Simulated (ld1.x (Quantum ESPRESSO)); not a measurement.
# Plane-wave convergence, PAW potential for hydrogen

| Property | Result |
| --- | --- |
| Element | hydrogen (H) |
| Generator | ld1.x (Quantum ESPRESSO) 7.5 |
| Type | PAW |
| Functional | PBE |
| Relativity | scalar-relativistic |
| Frozen core | none |
| Valence charge | 1 |
| Reference configuration | 1s1 |
| Partial waves | 1s (bound): rcut 0.90, rcutus 1.05 bohr; 1s channel at 1.6 Ry: rcut 0.90, rcutus 1.05 bohr; 2p channel at -0.1 Ry: rcut 1.00, rcutus 1.15 bohr |
| Local potential | all-electron potential smoothed inside 0.90 bohr (lloc = -1) |
| Core correction | none |
| Augmentation charge | BESSEL, radius 0.95 bohr |

The pseudo-atom Hamiltonian at the reference potential is diagonalised in spherical Bessel functions j_l(qr) that vanish at 20 bohr, with q² up to the cutoff. All-electron valence levels (Ry): 1s -0.4772.

How do the lowest levels (Ry) of each channel move with the cutoff, and are there ghosts?

| cutoff (Ry) | s #1 | s #2 | p #1 | d #1 | f #1 | f #2 | Σ f·Δε (mRy) |
| --- | --- | --- | --- | --- | --- | --- | --- |
| 8 | -0.4323 | 0.0122 | 0.0294 | 0.0773 | 0.1194 | 0.2591 | 44.9 |
| 12 | -0.4557 | 0.0110 | 0.0294 | 0.0773 | 0.1194 | 0.2591 | 21.5 |
| 18 | -0.4698 | 0.0103 | 0.0294 | 0.0773 | 0.1194 | 0.2591 | 7.4 |
| 25 | -0.4745 | 0.0100 | 0.0294 | 0.0773 | 0.1194 | 0.2591 | 2.7 |
| 35 | -0.4768 | 0.0099 | 0.0294 | 0.0773 | 0.1194 | 0.2591 | 0.4 |
| 45 | -0.4772 | 0.0099 | 0.0294 | 0.0773 | 0.1194 | 0.2591 | 0.1 |
| 400 | -0.4772 | 0.0099 | 0.0294 | 0.0773 | 0.1194 | 0.2591 | 0.0 |

Result: no extra level below or beside the all-electron valence levels (s, p, d, f tested); 10 mRy is reached at 18 Ry and 1 mRy at 35 Ry.
